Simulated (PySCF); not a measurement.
## Static response to an electric field

Species: C4H2F2O2.
SMILES with atom numbers: `[CH:1]#[C:2][C:3](=[O:4])[O:5][CH:6]([F:7])[F:8]` (hydrogens: H9 on C1; H10 on C6)

Geometry (GFN2-xTB, Å), atoms numbered from 1 in this order:
```xyz
10
C4H2F2O2 angstrom
C      2.877   -0.047    0.299
C      1.714   -0.270    0.108
C      0.336   -0.600   -0.113
O     -0.129   -1.699   -0.151
O     -0.394    0.550   -0.279
C     -1.740    0.427   -0.495
F     -2.407    1.090    0.463
F     -2.059    1.014   -1.659
H      3.894    0.162    0.466
H     -2.082   -0.623   -0.514
```

Level: B3LYP/def2-SVPD (PySCF), static field, nuclei fixed, core orbitals frozen in the response. The polarisability tensor in these axes (au):

```
x   78.21  1.28  6.49
y    1.28 50.19 -0.15
z    6.49 -0.15 40.76
```

Problem. Give the principal values, the mean and the anisotropy Δα = √{½[(α1 − α2)² + (α2 − α3)² + (α1 − α3)²]}.

Solution. Principal values 39.65, 50.15 and 79.36 au; mean 56.39 au = 8.36 Å³ = 9.30 × 10⁻⁴⁰ C²·m²/J; Δα = 35.64 au (63 % of the mean).

Problem. What is the dipole moment, and where does it point?

Solution. (2.57, -0.02, 0.44) D, 2.61 D in size, pointing from the negative to the positive side. Measured along this direction, the outermost atoms are F8 and F7 at the negative end and H9 at the positive end.

Problem. What would n − 1 = 2πNα be for an ideal gas of these molecules at 500 K and 1 atm, electronic part alone?

Solution. N = p/kT = 1.4678 × 10¹⁹ cm⁻³, so n − 1 = 2π × N × 8.36 × 10⁻²⁴ cm³ = 771 × 10⁻⁶ at long wavelengths.

Problem. Sum over states: ᾱ = Σ f/ω², ω in Eh. What share falls to these 8 lowest TDDFT singlets (eV, f)? 4.79, 0.0000; 5.56, 0.0001; 5.95, 0.0983; 7.09, 0.0002; 7.10, 0.0121; 7.11, 0.0715; 8.09, 0.1241; 8.31, 0.0091.

Solution. They add up to 4.79 au, 8.5 % of the 56.39 au; the largest single term is 2.06 au, from the state at 5.95 eV. Terms in order: 0.00, 0.00, 2.06, 0.00, 0.18, 1.05, 1.40, 0.10 au. Higher excitations give the rest. The strengths listed sum to 0.315.

Problem. Rayleigh depolarisation ratio (linearly polarised light, static tensor)?

Solution. ρ = 3Δα²/(45ᾱ² + 4Δα²) = 3810.4/(143080 + 5080.5) = 0.0257.

Problem. Give the eigenvalues of the traceless quadrupole moment Θ = ½Σq(3rr − r²1), origin at the centre of nuclear charge.

Solution. -12.58, -3.99, 16.57 D·Å. The values depend on the origin, since the dipole doesn't vanish. The electronic extent ⟨r²⟩ about the same centre is 1035 bohr², a root-mean-square distance of 2.20 Å for the 60 electrons.

The structure is a single GFN2-xTB conformer in the gas phase; no vibrational or solvent corrections.
